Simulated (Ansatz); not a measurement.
Steps of a relaxation of `N[Si](N)(N)Br` with RKS PBE0-D4/def2-TZVP.

```sh
$ ansatz run in.yaml --threads 4 --pin off --events-out ev --progress --plain --max-ram 11315MiB
```

```yaml
crystal:
  periodic: [false, false, false]
  atoms:
    - {symbol: N, position_ang: [-1.515370, 0.709220, -0.031050]}
    - {symbol: Si, position_ang: [0.122900, 0.219680, 0.104370]}
    - {symbol: N, position_ang: [0.109170, -1.155590, 1.126250]}
    - {symbol: N, position_ang: [1.131200, -0.200480, -1.217820]}
    - {symbol: Br, position_ang: [1.114400, 2.057250, 0.904060]}
    - {symbol: H, position_ang: [-1.752700, 1.633860, -0.346780]}
    - {symbol: H, position_ang: [-2.224270, 0.042820, -0.279180]}
    - {symbol: H, position_ang: [0.980660, -1.617190, 1.322930]}
    - {symbol: H, position_ang: [-0.472960, -1.135630, 1.945780]}
    - {symbol: H, position_ang: [0.986320, -1.061480, -1.712900]}
    - {symbol: H, position_ang: [1.520660, 0.507530, -1.815660]}
basis:
  gaussian: {orbitals: def2-TZVP}
hamiltonian: {xc: pbe0, dispersion: d4}
relax: {f_tol: 0.005, max_steps: 150}
```

Positions (Å) and forces (eV/Å) along the path, 7 of 7 steps:

```xyz
11
step=1 energy=-82482.0848 eV
N    -1.515    0.709   -0.031    0.328   -0.101    0.007
Si    0.123    0.220    0.104   -0.054   -0.267    0.049
N     0.109   -1.156    1.126   -0.032    0.310   -0.293
N     1.131   -0.200   -1.218   -0.217    0.101    0.265
Br    1.114    2.057    0.904    0.061    0.172    0.012
H    -1.753    1.634   -0.347    0.055    0.056    0.040
H    -2.224    0.043   -0.279   -0.081   -0.151   -0.056
H     0.981   -1.617    1.323    0.097   -0.051   -0.059
H    -0.473   -1.136    1.946   -0.112    0.024    0.052
H     0.986   -1.061   -1.713   -0.078   -0.168   -0.060
H     1.521    0.508   -1.816    0.033    0.075    0.043
11
step=2 energy=-82482.0995 eV
N    -1.505    0.698   -0.029    0.108   -0.001   -0.006
Si    0.134    0.233    0.119   -0.090   -0.209   -0.054
N     0.106   -1.150    1.119    0.055    0.203   -0.037
N     1.122   -0.204   -1.206   -0.058    0.063    0.077
Br    1.120    2.099    0.889   -0.018   -0.015   -0.025
H    -1.750    1.628   -0.326    0.019    0.011    0.037
H    -2.200    0.022   -0.303    0.028   -0.026   -0.008
H     0.974   -1.628    1.303    0.007   -0.021   -0.035
H    -0.480   -1.137    1.938   -0.037   -0.006   -0.002
H     0.949   -1.061   -1.707   -0.035   -0.010    0.018
H     1.531    0.500   -1.797    0.022    0.011    0.035
11
step=3 energy=-82482.1038 eV
N    -1.502    0.692   -0.029   -0.043    0.003   -0.033
Si    0.132    0.228    0.118   -0.034   -0.059   -0.027
N     0.109   -1.145    1.123    0.062    0.080    0.067
N     1.118   -0.208   -1.202    0.005   -0.012   -0.051
Br    1.112    2.106    0.868   -0.002   -0.008    0.002
H    -1.747    1.630   -0.300    0.010   -0.026    0.027
H    -2.193    0.019   -0.324    0.035    0.029    0.011
H     0.974   -1.631    1.298   -0.037   -0.005   -0.022
H    -0.480   -1.133    1.941    0.000   -0.021   -0.031
H     0.930   -1.056   -1.714    0.003    0.040    0.023
H     1.548    0.497   -1.778   -0.001   -0.024    0.033
11
step=4 energy=-82482.1055 eV
N    -1.504    0.688   -0.031   -0.057    0.009   -0.033
Si    0.129    0.226    0.115    0.007    0.009    0.017
N     0.114   -1.135    1.129    0.038    0.011    0.069
N     1.115   -0.212   -1.203    0.015   -0.018   -0.064
Br    1.108    2.108    0.861   -0.003   -0.004   -0.005
H    -1.751    1.631   -0.280    0.003   -0.033    0.013
H    -2.192    0.018   -0.339    0.017    0.037    0.012
H     0.975   -1.632    1.295   -0.042    0.002   -0.007
H    -0.479   -1.131    1.943    0.015   -0.022   -0.030
H     0.919   -1.053   -1.723    0.018    0.038    0.010
H     1.565    0.491   -1.766   -0.011   -0.030    0.020
11
step=5 energy=-82482.1065 eV
N    -1.505    0.687   -0.035   -0.009    0.015    0.000
Si    0.129    0.227    0.114    0.009    0.027   -0.006
N     0.122   -1.124    1.139    0.000   -0.032    0.025
N     1.114   -0.213   -1.204    0.011    0.011   -0.006
Br    1.106    2.115    0.850   -0.006   -0.005   -0.009
H    -1.754    1.633   -0.273    0.007   -0.010    0.006
H    -2.197    0.022   -0.338   -0.004   -0.004   -0.001
H     0.972   -1.641    1.293   -0.007    0.007   -0.005
H    -0.484   -1.142    1.942    0.003    0.004   -0.009
H     0.922   -1.051   -1.728   -0.001   -0.005   -0.004
H     1.574    0.489   -1.760   -0.004   -0.007    0.009
11
step=6 energy=-82482.1065 eV
N    -1.506    0.687   -0.034    0.004    0.004    0.000
Si    0.129    0.227    0.113   -0.009   -0.026    0.003
N     0.122   -1.125    1.138    0.000    0.006   -0.005
N     1.115   -0.214   -1.204    0.000    0.005    0.001
Br    1.104    2.116    0.845    0.005    0.011    0.002
H    -1.754    1.633   -0.268   -0.002    0.000    0.000
H    -2.199    0.022   -0.337    0.001    0.000    0.000
H     0.972   -1.641    1.292   -0.002    0.001    0.001
H    -0.484   -1.141    1.942    0.002    0.000   -0.001
H     0.923   -1.051   -1.730   -0.001    0.001    0.001
H     1.578    0.488   -1.757    0.002   -0.001   -0.002
11
step=7 energy=-82482.1066 eV
N    -1.506    0.687   -0.034    0.000   -0.002    0.000
Si    0.128    0.227    0.113    0.000    0.001   -0.001
N     0.122   -1.125    1.138    0.000   -0.001    0.001
N     1.115   -0.214   -1.204   -0.001   -0.001    0.000
Br    1.104    2.116    0.844    0.000    0.000    0.000
H    -1.754    1.633   -0.267    0.000    0.000    0.000
H    -2.199    0.022   -0.337    0.001    0.001    0.001
H     0.972   -1.641    1.292    0.000    0.000    0.000
H    -0.484   -1.141    1.942    0.000    0.000    0.000
H     0.923   -1.051   -1.730    0.000    0.001    0.001
H     1.579    0.488   -1.756    0.000    0.000    0.000
```

Run time 32 s (4 threads of an Arm Neoverse V2 on a shared host); peak host memory 0.67 GiB.
